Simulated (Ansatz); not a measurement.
Abridged output of a molecular run in Ansatz:

```
Functional definition: HF
1499 factors; integrals over basis functions are off by at most 7.2e-4 eV
mean field evaluation 1: about -86264.5220 eV, gradient 4.0e1 eV
mean field evaluation 2: about -86264.8214 eV, gradient 4.1e1 eV
mean field evaluation 4: about -86268.2731 eV, gradient 4.2e0 eV
mean field evaluation 8: about -86268.3315 eV, gradient 4.3e-1 eV
mean field evaluation 16: about -86268.3328 eV, gradient 1.2e-6 eV
mean field -86268.33284550 eV, -3170.3027572961 hartree, gradient 1.2e-6 eV, S^2 0.000000; 0 other end points of the search recorded, 0 dependent functions left out
22 core orbitals not correlated: weight in the atoms' cores, before any rotation towards them, 1.000 or more for the frozen orbitals, at most 0.000 for the correlated occupied ones
reference -86268.33284550 eV, -3170.3027572961 hartree; 22, 22 occupied and 195, 195 virtual orbitals, 1499 factors
second order -31.57717926 eV of doubles, -0.00000000 eV of singles
cycle   1  -31.40890868 eV  change    1.7e-1 eV  update   1.3e-1
cycle   2  -32.20362664 eV  change   -7.9e-1 eV  update   3.8e-2
cycle   3  -32.37025193 eV  change   -1.7e-1 eV  update   1.8e-2
cycle   4  -32.36062290 eV  change    9.6e-3 eV  update   5.2e-3
cycle   5  -32.35912581 eV  change    1.5e-3 eV  update   2.3e-3
cycle   6  -32.36149263 eV  change   -2.4e-3 eV  update   6.6e-4
cycle   7  -32.36178474 eV  change   -2.9e-4 eV  update   2.5e-4
cycle   8  -32.36176914 eV  change    1.6e-5 eV  update   6.6e-5
cycle   9  -32.36181970 eV  change   -5.1e-5 eV  update   2.3e-5
perturbative correction -1.42509042 eV, -0.0523711069 hartree
Total energy: -86302.11975562 eV, -3171.5444033412 hartree
```

Its atoms:

Cartesian coordinates in Å:
```
C 0.232 1.797 1.020
C 0.127 0.760 0.420
Ge -0.066 -0.855 -0.503
F 1.404 -1.215 -1.310
Cl -1.568 -0.739 -1.985
Cl -0.459 -2.466 0.805
H 0.330 2.717 1.551
```

Q: Which basis set was used?
A. def2-TZVPPD
B. cc-pV(D+d)Z
C. def2-SVPD
D. def2-TZVPP

A: D. It gives 239 functions.

Q: Write the keys of the input that set method, charge and spin (a neutral closed shell needs none for the last two).

A: 
```yaml
correlation: {method: ccsd_t}
```
